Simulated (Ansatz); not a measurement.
C2H8SSi can be A, `C[SiH2]CS`, or B, `[SiH3]CCS`.

Program: Ansatz. Geometries: PBE0-D4/def2-TZVP. ΔE: electronic, gas phase. CCSD(T)/CBS adds triple-zeta CCSD(T) − MP2 to the extrapolated MP2 energy (def2 sets, frozen cores). DFT in def2-TZVPP. One conformer a species, not always the lowest.

Q: Which isomer does CCSD(T)/CBS put lower? Give the gap. (An estimate is asked.)

A: Ansatz gave: A, by 10.8 kcal/mol.

Q: Give E(B) − E(A) in kcal/mol with ωB97M-V, PBE-D4, MP2/def2-TZVPP, HF/def2-TZVPP, CCSD(T)/def2-TZVPP, BLYP-D4, CCSD/def2-TZVPP. (An estimate is asked.)

A: Computed: ωB97M-V 11.4, PBE-D4 11.0, MP2/def2-TZVPP 10.9, HF/def2-TZVPP 9.5, CCSD(T)/def2-TZVPP 10.4, BLYP-D4 10.7, CCSD/def2-TZVPP 10.3. None reverses the order clearly.

Q: Does the order hold for the free energy at 298.15 K (harmonic terms from PBE0-D4)? (Estimate.)

A: The calculation gave: Yes: G(B) − G(A) = +10.6 kcal/mol, for one conformer each.

Largest T1 diagnostic: 0.010.

Leaving LDA and LC-ωPBE aside and taking each functional with its dispersion term where it has one, the values, not all of them listed here, spread over 1.0 kcal/mol, from revPBE-D4 to B97M-V. At CCSD(T), def2-SVP lies −3.6 kcal/mol from the extrapolated value and def2-TZVPP −0.4 kcal/mol.
